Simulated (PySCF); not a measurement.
CH3Si, SMILES [SiH]=C, multiplicity 2. Atoms are numbered in the order given.

```xyz
5

C     -0.0571    -1.0956     0.0000
Si     0.1201     0.5996     0.0000
H      0.7776    -1.7854     0.0000
H     -1.0478    -1.5434     0.0000
H     -1.0685     1.5087     0.0000
```
Charge 0, spin multiplicity 2.

The structure is a stationary point at PBE0-D3(BJ)/def2-TZVP. The isomer is the one that the SMILES or the coordinates give; other isomers of the formula were not compared.

Level of theory: PBE/pcH-1 (PySCF).

Unrestricted Kohn–Sham, ⟨S²⟩ = 0.764. Hyperfine tensors hold the contact and dipolar terms, without spin-orbit corrections.

**Question.** Estimate the hyperfine couplings. (The exact figures need the calculation; the answer reports its results.)

**Answer.** 
| nucleus | A(iso) (MHz) | A(iso) (G) | dipolar principal values (MHz) |
|---|---|---|---|
| 13C no. 1 | 52.3 | 18.6 | -26.3, 1.4, 24.9 |
| 29Si no. 2 | -597.2 | -213.1 | -143.5, 53.3, 90.2 |
| 1H no. 3 | 5.7 | 2.1 | -5.8, -3.3, 9.2 |
| 1H no. 4 | 88.5 | 31.6 | -5.3, 1.3, 4.0 |
| 1H no. 5 | 199.0 | 71.0 | -6.6, -1.3, 8.0 |

**Question.** And the g tensor (effective nuclear charges for spin-orbit coupling, GIAO)? (An estimate is asked for; the answer gives what the named calculation found.)

**Answer.** principal values 2.0007, 2.0026, 2.0050; isotropic 2.0027.
